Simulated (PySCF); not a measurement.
Vertical excitations of a molecule C₄H₉Al from TDDFT-LC-ωPBE/def2-SVPD in PySCF, as energy in eV (oscillator strength): 5.37 (0.000), 5.99 (0.000), 6.62 (0.309), 7.37 (0.002), 7.43 (0.141), 7.58 (0.060), 7.86 (0.086), 8.26 (0.001), 8.68 (0.106), 8.71 (0.022). Lowest triplet (TDA): 3.84 eV. The structure is a stationary point at B3LYP-D3(BJ)/def2-SVP. Other conformers were not sampled.

Pick the molecule that these values belong to.
A) C=[CH][Al]([CH3])[CH3]
B) C=[CH][AlH][CH2]C
C) C=C[CH2][AlH][CH3]

A, C=[CH][Al]([CH3])[CH3]
